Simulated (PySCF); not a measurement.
The numbers are results of PBE-D3(BJ)/def2-TZVP // B3LYP-D3(BJ)/def2-TZVP (PySCF), not measurements. Isolated molecules, 0 K electronic values unless said otherwise. One relaxed conformer stands for a flexible species; it need not be the lowest. Excitations are Tamm–Dancoff values on a coarser integration grid. The basis has no diffuse functions, so Rydberg states are missing or too high.

Reference species (SMILES): `[CH3][In]([CH3])[CH3]` (neutral, multiplicity 1).

The S1 oscillator strength is 0.000 and the HOMO comes out as -5.84 eV. The brightest of the four lowest singlets (TDA) is 5.71 eV.

Changed species: `[In]([OH])([OH])[CH3]` (O–In–O–H torsion 180°, O–In–O–H torsion -180°) (2 of 3 CH3 replaced by OH; the reference has 0 of 3 CH3 replaced by OH).

Question: Give the shifts of the S1 oscillator strength, HOMO and brightest of the four lowest singlets (TDA).

Answer: the S1 oscillator strength stays essentially unchanged; the HOMO falls by 0.55 eV, to -6.39 eV; the brightest of the four lowest singlets (TDA) falls by 0.37 eV, to 5.34 eV.
